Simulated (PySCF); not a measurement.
## Orbital energies, ionisation energy and electron affinity

Species: o-toluoyl chloride, C₈H₇ClO.
Z-matrix (Å and degrees, PBE0-D3(BJ)/def2-SVP geometry), rows numbered from 1:
```
C 
C   1  1.4986
C   2  1.3994  1  118.65
C   3  1.3913  2  122.10  1  -179.94
C   4  1.3929  3  120.04  2    -0.03
C   5  1.3874  4  119.22  3     0.03
C   6  1.4030  5  121.16  4    -0.01
C   7  1.4809  2  119.07  1     0.06
O   8  1.1880  7  126.92  2     0.50
Cl  8  1.8031  7  115.16  2  -179.32
H   1  1.0984  2  110.07  3    -1.16
H   1  1.0998  2  111.54  3   119.74
H   1  1.0994  2  111.69  3  -122.28
H   3  1.0928  2  118.41  1     0.08
H   4  1.0927  3  119.70  2   179.99
H   5  1.0917  4  120.74  3  -180.00
H   6  1.0897  5  120.19  4   179.99
```

Level: wB97X-D/def2-SVPD (PySCF). Frontier orbitals with their largest atomic shares (Löwdin; up to four atoms above 4 %):

```tsv
orbital	ε (eV)	main atoms
HOMO−3	-11.12	Cl10 72 %, C8 8 %, O9 5 %, C7 4 %
HOMO−2	-10.26	O9 48 %, Cl10 30 %, C8 6 %, C7 4 %
HOMO−1	-9.77	C7 22 %, C4 21 %, C3 16 %, C6 14 %
HOMO	-9.40	?
LUMO	-0.49	C8 20 %, O9 18 %, C4 14 %, C7 11 %
LUMO+1	1.01	C6 18 %, C2 18 %, C5 18 %, C3 17 %
LUMO+2	2.10	Cl10 40 %, C8 17 %, O9 4 %, C1 4 %
```

Q: What vertical ionisation energy does ΔSCF give, and how far is −ε(HOMO) from it?

A: ΔSCF: 9.42 eV (909 kJ/mol; threshold wavelength 132 nm); ⟨S²⟩ of the doublet left behind is 0.769, against 0.75 for a pure doublet. −ε(HOMO) is 9.40 eV, 0.02 eV below it. For the exact functional −ε(HOMO) would equal the first vertical ionisation energy; wB97X-D (range-separated hybrid) comes within 0.02 eV of that here. Holes in the HOMO−1 and HOMO−2 were tried too where these lie within 1.2 eV of the HOMO; the lowest converged state counts.

Q: On which atoms does the HOMO lie?

A: C5 (aromatic CH carbon) 22 %, C2 (substituted aromatic carbon) 20 %, C3 (aromatic CH carbon) 14 %, C6 (aromatic CH carbon) 13 %, so no atom holds as much as 40 %. The HOMO−1 lies 0.37 eV lower.

Q: And the vertical electron affinity, the fundamental gap, Mulliken's electronegativity and the hardness (with the factor ½)?

A: EA = 0.48 eV by ΔSCF (−ε(LUMO) = 0.49 eV). IE − EA = 8.94 eV against an orbital gap of 8.91 eV; (IE + EA)/2 = 4.95 eV; (IE − EA)/2 = 4.47 eV.

Q: Shift the occupied levels rigidly so that −ε(HOMO) equals the ΔSCF value. What binding energies result?

A: The shift is +0.02 eV: HOMO 9.42, HOMO−1 9.79, HOMO−2 10.28, HOMO−3 11.14 eV. A rigid shift is only a rough guide to the deeper ionisations.

Q: The lowest singlet excitation (vertical TDDFT, same level) lies at 4.64 eV. How far is it below IE − EA?

A: IE − EA = 8.94 eV, so by 4.30 eV.

One conformer (not necessarily the lowest) at the PBE0-D3(BJ)/def2-SVP geometry, without solvent, vibrations or thermal averaging.
